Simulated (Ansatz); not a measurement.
Telling isomers of AlF2HNSi apart by their spectra

These gas-phase data were calculated for one isomer of AlF2HNSi at B3LYP-D3(BJ)/def2-SVP (harmonic, unscaled wavenumbers; equilibrium rotational constants with average atomic masses):

- rotational constants: 14.67, 1.184, 1.096 GHz
- all wavenumbers above 1500 cm⁻¹: 3465

Candidates:

(1) `[F][Al]([F])[N]=[SiH]`, a doublet
(2) `[F][Al][NH][Si]F`, a doublet

Problem. Which candidate do the data belong to?

Solution. Candidate (2). The band at 3465 cm⁻¹ lies where the N–H stretch is expected; (1) has no mode between 3250 and 3800 cm⁻¹.

The same quantities for all candidates:

```
     rotational constants (GHz)  wavenumbers above 1500 cm⁻¹  E above the lowest, B3LYP-D3(BJ)/def2-SVP (kcal/mol)
(1)         6.525, 1.544, 1.264                         1944                                                   2.7
(2)         14.67, 1.184, 1.096                         3465                                                   0.0
```

Each candidate is one conformer. Open shells are spin-unrestricted. Programs: Ansatz 0.2.0.
